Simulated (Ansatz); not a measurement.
C2H4BCl (`ClC1BC1`), relaxed with RKS PBE0-D4/def2-TZVP in Ansatz from a PBE-D4/def2-SVP geometry. The force threshold is 0.005 eV/Å; the program also tests the step.

Total charge 0; spin multiplicity 1.

Start:

```xyz
8

Cl    0.635   -2.139   -0.149
C    -0.389   -0.672   -0.136
B    -0.099    0.338    0.989
C     0.250    0.695   -0.464
H    -1.382   -0.861   -0.576
H     0.037    0.538    2.168
H    -0.375    1.339   -1.107
H     1.324    0.762   -0.724
```

```
step  energy (eV)  largest force (eV/Å)  largest move (Å)
   1  -15330.0512                 0.520             0.000
   2  -15330.0848                 0.256             0.029
   3  -15330.0900                 0.068             0.015
   4  -15330.0904                 0.035             0.010
   5  -15330.0904                 0.029             0.012
   6  -15330.0906                 0.014             0.005
   7  -15330.0906                 0.016             0.002
   8  -15330.0906                 0.006             0.002
   9  -15330.0906                 0.008             0.002
  10  -15330.0906                 0.004             0.001
```

End:

```xyz
8

Cl    0.633   -2.111   -0.172
C    -0.380   -0.668   -0.131
B    -0.092    0.337    0.981
C     0.257    0.685   -0.459
H    -1.360   -0.854   -0.552
H     0.002    0.549    2.141
H    -0.367    1.331   -1.070
H     1.307    0.732   -0.738
```

Hardware: 2 threads of an Intel Xeon 6975P-C on a shared host. Wall time 18 s, peak host memory 0.32 GiB.
